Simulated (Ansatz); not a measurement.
Compare A (`CO[SiH2]CF`) with its isomer B (`OCC(F)[SiH3]`).

Program: Ansatz. Geometries: PBE0-D4/def2-TZVP. ΔE: electronic, gas phase. CBS: MP2 limit from def2 TZ/QZ plus the TZ coupled-cluster correction, frozen cores. Functionals use def2-TZVPP. B3LYP here is the variant with VWN-RPA as its local correlation; programs differ in this. Each species was taken in one conformer, which may not be the lowest.

A:

Z-matrix (Å, degrees):
```
C
O 1 1.412
H 1 1.094 2 111.2
H 1 1.091 2 108.1 3 -119.5
H 1 1.096 2 111.5 3 121.2
Si 2 1.637 1 123.7 3 -72.0
C 6 1.890 2 112.1 1 70.3
H 6 1.484 2 106.9 1 -171.5
H 6 1.490 2 110.4 1 -50.2
F 7 1.396 6 110.3 2 -64.8
H 7 1.097 6 111.2 2 175.3
H 7 1.096 6 111.6 2 55.1
```

B:

Z-matrix (Å, degrees):
```
C
C 1 1.507
O 1 1.408 2 112.8
H 1 1.099 2 109.1 3 -124.2
H 1 1.093 2 108.9 3 118.3
Si 2 1.908 1 114.1 3 -49.3
F 2 1.406 1 108.3 3 70.7
H 2 1.097 1 109.1 3 -173.4
H 3 0.962 1 107.9 2 -61.2
H 6 1.486 2 108.4 1 -169.1
H 6 1.486 2 108.5 1 -50.6
H 6 1.482 2 110.6 1 71.0
```

Q: Which isomer does CCSD(T)/CBS put lower? Give the gap. (Best estimate.)

A: Ansatz gave: A, by 25.1 kcal/mol.

Q: Give E(B) − E(A) in kcal/mol with PBE-D4, PBE0-D4, B3LYP, r2SCAN-D4, ωB97M-V, CCSD/def2-TZVPP, B2PLYP. (Best estimate.)

A: The calculation gave: PBE-D4 22.6, PBE0-D4 23.5, B3LYP 26.6, r2SCAN-D4 24.8, ωB97M-V 24.8, CCSD/def2-TZVPP 25.4, B2PLYP 26.5. None reverses the order clearly.

Largest T1 diagnostic: 0.012.

In def2-TZVPP, CCSD(T) changes the Hartree–Fock value by −4.3 kcal/mol (the triples alone add −0.6 kcal/mol) and MP2 by −3.2 kcal/mol. From PBE to PBE0 (25 % exact exchange), in def2-TZVPP and without D4, E(B) − E(A) moves by +0.9 kcal/mol.
